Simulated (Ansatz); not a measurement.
C₅H₈S, SMILES CC#CCSC. Atoms are numbered in the order given.

```xyz
14

C      3.4840    -0.3895    -1.0161
C      2.0766    -0.0493    -0.8408
C      0.9073     0.2367    -0.6985
C     -0.4969     0.5597    -0.5015
S     -1.1762    -0.3445     0.9562
C     -2.8785     0.2912     0.8844
H      3.6035    -1.4176    -1.3957
H      4.0329    -0.3184    -0.0627
H      3.9722     0.2907    -1.7334
H     -1.0877     0.2863    -1.3931
H     -0.6272     1.6435    -0.3365
H     -3.3729     0.0156    -0.0605
H     -2.9064     1.3855     1.0074
H     -3.4279    -0.1707     1.7170
```
Charge 0, spin multiplicity 1.

The structure is a stationary point at B3LYP-D3(BJ)/def2-SVP. One conformer was computed; it need not be the lowest.

Two levels are set side by side: PBE-D3(BJ)/def2-SVP (Ansatz, a program for electronic structure) and B3LYP-D3(BJ)/def2-SVP (Ansatz). Each level has its own optimised geometry; the coordinates shown are those of the second. Differences are taken from unrounded values.

```
quantity              B3LYP-D3(BJ)  PBE-D3(BJ)  PBE-D3(BJ) minus B3LYP-D3(BJ)
--------------------  ------------  ----------  -----------------------------
mean bond length (Å)         1.277       1.283                          0.006
bond C1–C2 (Å)               1.458       1.456                         -0.002
bond C2–C3 (Å)               1.212       1.224                          0.012
bond C3–C4 (Å)               1.454       1.453                         -0.001
bond C4–S5 (Å)               1.845       1.849                          0.004
bond S5–C6 (Å)               1.818       1.817                         -0.001
bond C1–H7 (Å)               1.102       1.110                          0.008
bond C1–H8 (Å)               1.102       1.110                          0.008
bond C1–H9 (Å)               1.103       1.110                          0.008
bond C4–H10 (Å)              1.104       1.113                          0.009
bond C4–H11 (Å)              1.104       1.113                          0.009
bond C6–H12 (Å)              1.102       1.110                          0.008
bond C6–H13 (Å)              1.102       1.110                          0.008
bond C6–H14 (Å)              1.099       1.107                          0.008
```

Exact exchange shortens and stiffens bonds; PBE has none. Differences between two approximate levels are no errors against the true value.
